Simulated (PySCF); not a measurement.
Simulation results for AlBClH2

Calculation on a computer-drawn molecule: optimised geometry and harmonic frequencies of an isolated molecule of the commonest isotopes, restricted reference for singlets and unrestricted otherwise, frozen core in MP2. Program: PySCF 2.14.0.

```json
{"formula": "AlBClH2", "start_structure": {"atoms_angstrom": [["Al", -1.8346, 2.1291, 1.5099], ["B", -1.2592, 0.9547, -0.3394], ["Cl", -0.8464, 0.1104, -1.6685], ["H", -2.888, 1.3423, 2.334], ["H", -1.0519, 3.4682, 1.5558]]}, "given": {"charge": 1, "multiplicity": 1, "method": "MP2", "basis": "cc-pV(D+d)Z", "drawn_bonds_atom": [1, 2, 1, 1], "drawn_bonds_other_atom": [2, 3, 4, 5], "drawn_bonds_order": [1, 1, 1, 1]}, "results": {"optimised_atom_element": ["Al", "B", "Cl", "H", "H"], "optimised_atom_x [angstrom]": [-1.833, -1.261, -0.8482, -2.889, -1.049], "optimised_atom_y [angstrom]": [2.126, 0.9591, 0.1144, 1.337, 3.468], "optimised_atom_z [angstrom]": [1.506, -0.3325, -1.663, 2.33, 1.55], "modes_frequency [cm^-1]": [173.6, 201.5, 307.6, 485.3, 582.1, 724.5, 1211, 2059, 2104], "modes_reduced_mass [dalton]": [3.008, 7.31, 15.1, 1.422, 1.168, 1.059, 12.65, 1.016, 1.071], "rotational_constants [GHz]": [117.5, 2.071, 2.035], "total_energy [hartree]": -727.2569, "convergence_status_largest_gradient_component [hartree/bohr]": 1.992e-05}}
```
